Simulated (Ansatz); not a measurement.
Reaction (formal exchange of groups at the Si–C bond): `C[SiH2]O[SiH2]N` + SiH₄ → `N[SiH2]O[SiH2][SiH3]` + CH₄

Isolated molecules relaxed with PBE0-D4/def2-TZVP in Ansatz; ΔE leaves out vibrations. CCSD(T)/CBS adds triple-zeta CCSD(T) − MP2 to the extrapolated MP2 energy (def2 sets, frozen cores). This one scheme is used for every species. DFT in def2-TZVPP. B3LYP here is the variant with VWN-RPA as its local correlation; programs differ in this. Each species was taken in one conformer, which may not be the lowest.

`C[SiH2]O[SiH2]N`:

```xyz
14

C    -2.587   -0.792   -0.050
Si   -1.119    0.297    0.280
O     0.242   -0.470   -0.211
Si    1.814   -0.211   -0.601
N     2.685    0.815    0.446
H    -3.508   -0.304    0.283
H    -2.493   -1.741    0.483
H    -2.680   -1.007   -1.117
H    -1.018    0.602    1.734
H    -1.256    1.590   -0.451
H     2.452   -1.547   -0.580
H     1.860    0.422   -1.943
H     2.648    1.816    0.357
H     2.961    0.531    1.371
```

SiH₄:

```xyz
5

Si    0.000    0.000    0.000
H    -0.920   -0.394   -1.096
H    -0.568   -0.433    1.302
H     0.168    1.475   -0.001
H     1.320   -0.648   -0.204
```

`N[SiH2]O[SiH2][SiH3]`:

Z-matrix (Å, degrees):
```
Si
O 1 1.640
N 1 1.704 2 114.4
H 1 1.482 2 106.9 3 119.6
H 1 1.482 2 107.0 3 -119.5
Si 2 1.637 1 142.8 3 1.6
H 3 1.005 1 123.6 2 85.3
H 3 1.005 1 123.4 2 -86.2
Si 6 2.347 2 112.6 1 -1.4
H 6 1.489 2 109.0 1 -122.6
H 6 1.489 2 109.1 1 119.9
H 9 1.489 6 111.9 2 61.4
H 9 1.491 6 108.5 2 -179.7
H 9 1.489 6 111.9 2 -60.8
```

CH₄:

Cartesian coordinates in Å:
```
C 0.000 0.000 0.000
H -0.017 -0.166 -1.077
H -0.453 0.965 0.226
H 1.031 -0.009 0.353
H -0.561 -0.790 0.498
```

```csv
level,ΔE (kJ/mol)
r2SCAN-D4,-1.4
PBE0-D4,-6.6
B3LYP-D4,-1.4
ωB97M-V,7.8
CCSD/def2-TZVPP,7.9
CCSD(T)/def2-TZVPP,5.8
HF/def2-QZVPP,19.2
MP2/def2-QZVPP,10.3
```

(1) What does CCSD(T)/CBS give? (Best estimate.)

Largest T1 diagnostic among the species: 0.012.

Answers

(1) The calculation gave: +4.4 kJ/mol. The listed levels differ from it by -5.8, -11.0, -5.8, 3.4, 3.5, 1.4, 14.8, 5.9 kJ/mol.

In def2-TZVPP, CCSD(T) changes the Hartree–Fock value by −12.5 kJ/mol (the triples alone add −2.1 kJ/mol) and MP2 by −7.6 kJ/mol. The D4 term adds −7.9 kJ/mol with B3LYP and −4.6 kJ/mol with PBE0; it sums over pairs of atoms, weighted by their polarisabilities, and B3LYP, whose exchange is more repulsive, gets the larger term. From PBE to PBE0 (25 % exact exchange), in def2-TZVPP and without D4, ΔE moves by +4.1 kJ/mol.
